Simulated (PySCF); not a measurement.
**Radial density of Cl⁺ (chlorine, charge +1)**

UHF, [Ne] 3s2 3p3 4s1, high-spin 5S determinant (an excited configuration). Calculation: PySCF 2.14, in aug-cc-pCVTZ-DK; the spin-free X2C one-electron Hamiltonian (Gaussian nucleus).

| r (bohr) | 4πr²ρ (e/bohr) | 4πr²(ρα − ρβ) |
| --- | --- | --- |
| 0.00190 | 0.1659 | 0.0001 |
| 0.00319 | 0.4282 | 0.0002 |
| 0.00537 | 1.081 | 0.0006 |
| 0.00903 | 2.613 | 0.0015 |
| 0.0152 | 5.843 | 0.0036 |
| 0.0255 | 11.43 | 0.0085 |
| 0.0430 | 17.78 | 0.0219 |
| 0.0723 | 19.26 | 0.0695 |
| 0.122 | 14.19 | 0.2298 |
| 0.204 | 15.24 | 0.5038 |
| 0.344 | 19.17 | 0.3608 |
| 0.579 | 8.553 | -0.0013 |
| 0.973 | 3.563 | 1.5449 |
| 1.64 | 3.166 | 1.9073 |
| 2.75 | 0.6738 | 0.5399 |
| 4.63 | 0.2724 | 0.2715 |
| 7.79 | 0.008465 | 0.0085 |

Densities and radii are taken from the X2C orbitals without a picture-change correction, which distorts them close to the nucleus.

The outer electron is Rydberg-like, and this basis confines it to a smaller radius and binds it less than a complete one would.
